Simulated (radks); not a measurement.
The numbers below are computed, except where a source is named.
The tungsten ion W38+, configuration [Kr] (the NIST ground configuration). Code: a radial shooting solver on a logarithmic mesh with Libxc functionals. Model: scalar-relativistic Kohn-Sham, r2SCAN, spin-polarised, spherical densities, finite nucleus; meta-GGA in the generalised Kohn-Sham scheme; Fermi nuclear charge, rms radius 5.3658 fm.

Normalised radial functions P(r) = r R(r), r in bohr:

| r | 4s |
|---|---|
| 0.002254 | 0.3121 |
| 0.002541 | 0.3366 |
| 0.002865 | 0.3617 |
| 0.00323 | 0.3870 |
| 0.003642 | 0.4122 |
| 0.004107 | 0.4367 |
| 0.00463 | 0.4596 |
| 0.005221 | 0.4801 |
| 0.005886 | 0.4972 |
| 0.006637 | 0.5094 |
| 0.007483 | 0.5152 |
| 0.008437 | 0.5130 |
| 0.009513 | 0.5009 |
| 0.01073 | 0.4768 |
| 0.01209 | 0.4387 |
| 0.01363 | 0.3848 |
| 0.01537 | 0.3135 |
| 0.01733 | 0.2238 |
| 0.01954 | 0.1157 |
| 0.02204 | -0.0095 |
| 0.02484 | -0.1488 |
| 0.02801 | -0.2970 |
| 0.03184 | -0.4558 |
| 0.0359 | -0.5942 |
| 0.04047 | -0.7089 |
| 0.04563 | -0.7848 |
| 0.05145 | -0.8060 |
| 0.05801 | -0.7582 |
| 0.06541 | -0.6312 |
| 0.07375 | -0.4224 |
| 0.08315 | -0.1400 |
| 0.09375 | 0.1945 |
| 0.1057 | 0.5448 |
| 0.1192 | 0.8618 |
| 0.1344 | 1.0892 |
| 0.1515 | 1.1726 |
| 0.1708 | 1.0717 |
| 0.1926 | 0.7730 |
| 0.2172 | 0.2994 |
| 0.2448 | -0.2883 |
| 0.2761 | -0.8998 |
| 0.3113 | -1.4299 |
| 0.3509 | -1.7843 |
| 0.3957 | -1.9076 |
| 0.4461 | -1.7994 |
| 0.503 | -1.5115 |
| 0.5672 | -1.1314 |
| 0.6395 | -0.7514 |
| 0.721 | -0.4390 |
| 0.8129 | -0.2231 |
| 0.9166 | -0.0973 |
| 1.033 | -0.0358 |
| 1.165 | -0.0109 |
| 1.314 | -0.0027 |

4s: eigenvalue -2003.5 eV, 3 radial nodes at r = 0.0218, 0.0876, 0.231 bohr, <r> = 0.405 bohr, 90 % of the charge inside 0.571 bohr.
